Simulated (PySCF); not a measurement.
Cl₄Te (SMILES Cl[Te](Cl)(Cl)Cl), singlet, at a GFN2-xTB geometry (all electrons, no relativity); PBE/STO-3G run with PySCF.

The PySCF input:
```python
from pyscf import gto, scf, dft

mol = gto.M(
    atom='''
Te   -0.005348    0.012234    0.483277
Cl    1.165969   -1.490760   -0.826448
Cl    1.904219    1.503369    0.120414
Cl   -1.146570    1.446389   -0.926392
Cl   -1.907258   -1.496418    0.154168
''',
    basis='sto-3g',
    charge=0,
    spin=0,
    verbose=4,
)

mf = dft.RKS(mol)
mf.xc = 'pbe'
mf.kernel()
mf.analyze()
```

It wrote (shortened):

```
PySCF version 2.14.0

[INPUT] verbose = 4
[INPUT] num. atoms = 5
[INPUT] num. electrons = 120
[INPUT] charge = 0
[INPUT] spin (= nelec alpha-beta = 2S) = 0
[INPUT] symmetry False subgroup None
[INPUT] Mole.unit = angstrom
[INPUT] Symbol           X                Y                Z      unit          X                Y                Z       unit  Magmom
[INPUT]  1 Te    -0.005348000000   0.012234000000   0.483277000000 AA   -0.010106255314   0.023118909408   0.913261172301 Bohr   0.0
[INPUT]  2 Cl     1.165969000000  -1.490760000000  -0.826448000000 AA    2.203362079733  -2.817128117457  -1.561760376195 Bohr   0.0
[INPUT]  3 Cl     1.904219000000   1.503369000000   0.120414000000 AA    3.598452391193   2.840955674161   0.227549481563 Bohr   0.0
[INPUT]  4 Cl    -1.146570000000   1.446389000000  -0.926392000000 AA   -2.166703282643   2.733279079584  -1.750627163988 Bohr   0.0
[INPUT]  5 Cl    -1.907258000000  -1.496418000000   0.154168000000 AA   -3.604195268886  -2.827820187869   0.291335297172 Bohr   0.0

nuclear repulsion = 1048.58233401246
number of shells = 31
number of NR pGTOs = 189
number of NR cGTOs = 63
basis = sto-3g
ecp = {}

******** <class 'pyscf.dft.rks.RKS'> ********
method = RKS
initial guess = minao
damping factor = 0
level_shift factor = 0
DIIS = <class 'pyscf.scf.diis.CDIIS'>
diis_start_cycle = 1
diis_space = 8
diis_damp = 0
SCF conv_tol = 1e-09
SCF conv_tol_grad = None
SCF max_cycles = 50
direct_scf = True
direct_scf_tol = 1e-13
XC library pyscf.dft.libxc version 7.1.2
    S. Lehtola, C. Steigemann, M. J. T. Oliveira, and M. A. L. Marques,  SoftwareX 7, 1–5 (2018)
XC functionals = pbe
    J. P. Perdew, K. Burke, and M. Ernzerhof,  Phys. Rev. Lett. 77, 3865 (1996)
    J. P. Perdew, K. Burke, and M. Ernzerhof,  Phys. Rev. Lett. 78, 1396 (1997)
    J. P. Perdew, K. Burke, and M. Ernzerhof,  Phys. Rev. Lett. 77, 3865 (1996)
    J. P. Perdew, K. Burke, and M. Ernzerhof,  Phys. Rev. Lett. 78, 1396 (1997)
radial grids:
    Treutler-Ahlrichs [JCP 102, 346 (1995); DOI:10.1063/1.469408] (M4) radial grids

becke partition: Becke, JCP 88, 2547 (1988); DOI:10.1063/1.454033
pruning grids: <function nwchem_prune>
grids dens level: 3
symmetrized grids: False
atomic radii adjust function: <function treutler_atomic_radii_adjust>
small_rho_cutoff = 0
Set gradient conv threshold to 3.16228e-05
Initial guess from minao.
tot grids = 97480
init E= -8348.30826468228
  HOMO = -0.553516099662064  LUMO = -0.408118901730008  gap/eV = 3.95646
cycle= 1 E= -8368.57561515306  delta_E= -20.3  |g|= 0.177  |ddm|= 3.53
  HOMO = -0.170356247718256  LUMO = -0.0958941403164914  gap/eV = 2.02622
cycle= 2 E= -8368.54876685787  delta_E= 0.0268  |g|= 0.226  |ddm|= 1.39
  HOMO = -0.197649414504449  LUMO = -0.0733525231945491  gap/eV = 3.38229
cycle= 3 E= -8368.58516187188  delta_E= -0.0364  |g|= 0.0596  |ddm|= 1.15
  HOMO = -0.191322392458653  LUMO = -0.0815383196652877  gap/eV = 2.98738
cycle= 4 E= -8368.58836181107  delta_E= -0.0032  |g|= 0.00895  |ddm|= 0.287
  HOMO = -0.19113275861272  LUMO = -0.0806530257688799  gap/eV = 3.00631
cycle= 5 E= -8368.58840510765  delta_E= -4.33e-05  |g|= 0.00383  |ddm|= 0.0319
  HOMO = -0.191586779688121  LUMO = -0.0807552888308362  gap/eV = 3.01588
cycle= 6 E= -8368.58841647817  delta_E= -1.14e-05  |g|= 0.000165  |ddm|= 0.0134
  HOMO = -0.191598806894128  LUMO = -0.0807347265264578  gap/eV = 3.01677
cycle= 7 E= -8368.58841650149  delta_E= -2.33e-08  |g|= 2.34e-05  |ddm|= 0.000649
  HOMO = -0.191601755366932  LUMO = -0.0807328115451591  gap/eV = 3.01690
cycle= 8 E= -8368.58841650203  delta_E= -5.44e-10  |g|= 4.84e-06  |ddm|= 9.79e-05
  HOMO = -0.191602382084422  LUMO = -0.0807322117319018  gap/eV = 3.01693
Extra cycle  E= -8368.58841650197  delta_E= 6.18e-11  |g|= 1.15e-05  |ddm|= 6.3e-05
converged SCF energy = -8368.58841650197
**** SCF Summaries ****
Total Energy =                       -8368.588416501968823
Nuclear Repulsion Energy =            1048.582334012457068
One-electron Energy =               -13634.144611266990978
Two-electron Energy =                 4216.973860752565088
Two-electron Coulomb Energy =         4499.799245250557760
DFT Exchange-Correlation Energy =     -282.825384497992331
HOMO-LUMO gap [eV] =                     3.016931003565590
**** MO energy ****
MO #1   energy= -1105.11357097567  occ= 2
MO #2   energy= -163.564104042574  occ= 2
MO #3   energy= -156.104712072903  occ= 2
MO #4   energy= -156.104524815347  occ= 2
MO #5   energy= -156.103949879238  occ= 2
MO #6   energy= -99.6330663674129  occ= 2
MO #7   energy= -99.6330604602271  occ= 2
MO #8   energy= -99.5486210436146  occ= 2
MO #9   energy= -99.5486103736521  occ= 2
MO #10  energy= -31.1142335166362  occ= 2
MO #11  energy= -28.5028692825578  occ= 2
MO #12  energy= -28.5022496202547  occ= 2
MO #13  energy= -28.4999911331618  occ= 2
MO #14  energy= -20.2139030357835  occ= 2
MO #15  energy= -20.2138469854914  occ= 2
MO #16  energy= -20.2126015366164  occ= 2
MO #17  energy= -20.2120747615101  occ= 2
MO #18  energy= -20.2117517026467  occ= 2
MO #19  energy= -9.00184356293901  occ= 2
MO #20  energy= -9.00155250661065  occ= 2
MO #21  energy= -8.92349730663797  occ= 2
MO #22  energy= -8.92308578916558  occ= 2
MO #23  energy= -6.8556873712035   occ= 2
MO #24  energy= -6.85537877633243  occ= 2
MO #25  energy= -6.83788188002153  occ= 2
MO #26  energy= -6.83783438389174  occ= 2
MO #27  energy= -6.83679414131085  occ= 2
MO #28  energy= -6.83670622364907  occ= 2
MO #29  energy= -6.77524298819816  occ= 2
MO #30  energy= -6.77479428247791  occ= 2
MO #31  energy= -6.76030204258218  occ= 2
MO #32  energy= -6.76024080435832  occ= 2
MO #33  energy= -6.75955621147154  occ= 2
MO #34  energy= -6.75950327608618  occ= 2
MO #35  energy= -5.17891077405602  occ= 2
MO #36  energy= -4.0174506476365   occ= 2
MO #37  energy= -4.01352651859844  occ= 2
MO #38  energy= -4.00571906892779  occ= 2
MO #39  energy= -1.36525677036942  occ= 2
MO #40  energy= -1.36152085537898  occ= 2
MO #41  energy= -1.36063124880597  occ= 2
MO #42  energy= -1.35396781703363  occ= 2
MO #43  energy= -1.35358796689645  occ= 2
MO #44  energy= -0.788540812218465 occ= 2
MO #45  energy= -0.745825935346964 occ= 2
MO #46  energy= -0.687035638285632 occ= 2
MO #47  energy= -0.672935429674465 occ= 2
MO #48  energy= -0.502660534237624 occ= 2
MO #49  energy= -0.401808152961388 occ= 2
MO #50  energy= -0.377723706746289 occ= 2
MO #51  energy= -0.353700349900588 occ= 2
MO #52  energy= -0.273301374173305 occ= 2
MO #53  energy= -0.272809019361159 occ= 2
MO #54  energy= -0.268361083519879 occ= 2
MO #55  energy= -0.257058669060689 occ= 2
MO #56  energy= -0.229154534643622 occ= 2
MO #57  energy= -0.214781420462676 occ= 2
MO #58  energy= -0.208212779152138 occ= 2
MO #59  energy= -0.204798992365545 occ= 2
MO #60  energy= -0.191602382084422 occ= 2
MO #61  energy= -0.0807322117319018 occ= 0
MO #62  energy= -0.0705605508184626 occ= 0
MO #63  energy= -0.0284814219536546 occ= 0
 ** Mulliken pop on meta-lowdin orthogonal AOs  **
 ** Mulliken pop  **
 ** Mulliken atomic charges  **
charge of    0Te =      0.89932
charge of    1Cl =     -0.17176
charge of    2Cl =     -0.27789
charge of    3Cl =     -0.17176
charge of    4Cl =     -0.27791
Dipole moment(X, Y, Z, Debye): -0.01520,  0.03552,  1.39534
```
